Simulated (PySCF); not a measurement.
Species: C₆H₅F₂N.
Numbering: `[F:1][CH:2]([F:3])[c:4]1[cH:5][cH:6][cH:7][cH:8][n:9]1` (hydrogens: H10 on C2; H11 on C5; H12 on C6; H13 on C7; H14 on C8)

The same species was optimised twice, with GFN2-xTB and with PBE0-D3(BJ)/def2-SVP (PySCF), and the same property calculations (PySCF, gas phase) were run on both structures.

```tsv
coordinate	GFN2-xTB	PBE0-D3(BJ)/def2-SVP	change
C8–N9 (Å)	1.321	1.331	+0.010
C6–C7 (Å)	1.385	1.394	+0.009
C4–C5 (Å)	1.389	1.397	+0.008
C7–C8 (Å)	1.388	1.394	+0.006
F1–C2 (Å)	1.358	1.352	-0.006
C2–F3 (Å)	1.358	1.353	-0.005
C4–N9 (Å)	1.324	1.329	+0.005
C5–C6 (Å)	1.386	1.390	+0.004
C2–C4 (Å)	1.508	1.506	-0.002
F1–C2–F3 (°)	105.7	107.0	+1.3
F3–C2–C4 (°)	111.0	110.2	-0.8
F1–C2–C4 (°)	111.0	110.4	-0.6
C2–C4–C5 (°)	120.7	120.2	-0.5
C2–C4–N9 (°)	115.7	116.0	+0.3
C4–N9–C8 (°)	118.0	117.9	-0.1
C4–C5–C6 (°)	117.9	118.1	+0.2
C5–C6–C7 (°)	118.8	118.7	-0.1
F1–C2–C4–C5 (°)	58	46	-12
```

Rotational constants: A = 3749, B = 1109, C = 1007 MHz (GFN2-xTB) against A = 3707, B = 1121, C = 1003 MHz (PBE0-D3(BJ)/def2-SVP). Point groups within 0.08 Å: Cs and C1. Atoms that the bonding makes alike are paired by their places after alignment.

On the GFN2-xTB structure: lowest singlet, TDDFT (eV) 4.96 [PBE0/def2-SVPD]; isotropic polarisability (au) 74.6 [PBE0/def2-SVPD]; HOMO (eV) -7.97 [PBE0/def2-SVPD]; LUMO (eV) -1.29 [PBE0/def2-SVPD]; dipole (D) 3.20 [PBE0/def2-SVPD]; HOMO (eV) -7.95 [PBE0/pcSseg-1]; LUMO (eV) -1.22 [PBE0/pcSseg-1]; dipole (D) 3.10 [PBE0/pcSseg-1]; GIAO shielding of F1/F3 (mean) (ppm) 294.2 [PBE0/pcSseg-1]; GIAO shielding of C2 (ppm) 62.9 [PBE0/pcSseg-1]; GIAO shielding of C4 (ppm) 25.4 [PBE0/pcSseg-1]; GIAO shielding of C5 (ppm) 58.8 [PBE0/pcSseg-1]; GIAO shielding of C6 (ppm) 43.6 [PBE0/pcSseg-1]; GIAO shielding of C7 (ppm) 56.5 [PBE0/pcSseg-1]; GIAO shielding of C8 (ppm) 32.5 [PBE0/pcSseg-1]; GIAO shielding of N9 (ppm) -84.8 [PBE0/pcSseg-1].

Problem. What do these properties become on the PBE0-D3(BJ)/def2-SVP structure?

Solution. 
```
                                    property           level  on GFN2-xTB  on PBE0-D3(BJ)/def2-SVP  change
                  lowest singlet, TDDFT (eV)  PBE0/def2-SVPD         4.96                     4.94   -0.02
               isotropic polarisability (au)  PBE0/def2-SVPD         74.6                     75.5    +0.9
                                   HOMO (eV)  PBE0/def2-SVPD        -7.97                    -7.96   +0.01
                                   LUMO (eV)  PBE0/def2-SVPD        -1.29                    -1.30   -0.01
                                  dipole (D)  PBE0/def2-SVPD         3.20                     3.10   -0.10
energy, GFN2-xTB geometry as zero (kcal/mol)  PBE0/def2-SVPD          0.0                     -0.4    -0.4
                                   HOMO (eV)   PBE0/pcSseg-1        -7.95                    -7.95    0.00
                                   LUMO (eV)   PBE0/pcSseg-1        -1.22                    -1.23   -0.01
                                  dipole (D)   PBE0/pcSseg-1         3.10                     3.01   -0.09
energy, GFN2-xTB geometry as zero (kcal/mol)   PBE0/pcSseg-1          0.0                     -0.1    -0.1
        GIAO shielding of F1/F3 (mean) (ppm)   PBE0/pcSseg-1        294.2                    299.1    +4.9
                  GIAO shielding of C2 (ppm)   PBE0/pcSseg-1         62.9                     64.5    +1.6
                  GIAO shielding of C4 (ppm)   PBE0/pcSseg-1         25.4                     23.6    -1.8
                  GIAO shielding of C5 (ppm)   PBE0/pcSseg-1         58.8                     57.4    -1.4
                  GIAO shielding of C6 (ppm)   PBE0/pcSseg-1         43.6                     41.7    -1.9
                  GIAO shielding of C7 (ppm)   PBE0/pcSseg-1         56.5                     54.0    -2.5
                  GIAO shielding of C8 (ppm)   PBE0/pcSseg-1         32.5                     30.1    -2.4
                  GIAO shielding of N9 (ppm)   PBE0/pcSseg-1        -84.8                    -88.0    -3.2
```

The heavy atoms differ by 0.108 Å rms after alignment (one structure mirrored). Among bonds between heavy atoms C6–C7 and C8–N9 change most and about equally (+0.009 to +0.010 Å). Changes are differences of the printed values. Neither structure is proved a minimum here.

The values belong to the conformer `[F:1][CH:2]([F:3])[c:4]1[cH:5][cH:6][cH:7][cH:8][n:9]1`: F1–C2–C4–C5 46°.
